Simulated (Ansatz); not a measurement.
Ansatz results at the PBE0-D4/def2-TZVP geometry: HOMO energy (ωB97M-V/def2-TZVPP) -10.24 eV; size of the dipole moment (ωB97M-V/def2-TZVPP) 3.08 D; HOMO–LUMO gap (B3LYP/def2-TZVPP) 7.25 eV.

Each molecule was computed in one conformer, which needn't be the lowest.

Which molecule gave them?
A. `COC(=O)CCO`
B. `OC1CCCC1`
C. `C#CCS`
D. `C=CC(C)(C)C`

A. The others give `OC1CCCC1`: -10.00, 1.75, 7.85; `C#CCS`: -9.28, 1.47, 6.73; `C=CC(C)(C)C`: -9.65, 0.36, 7.36.

B3LYP here is the variant with VWN-RPA as its local correlation; programs differ in this.
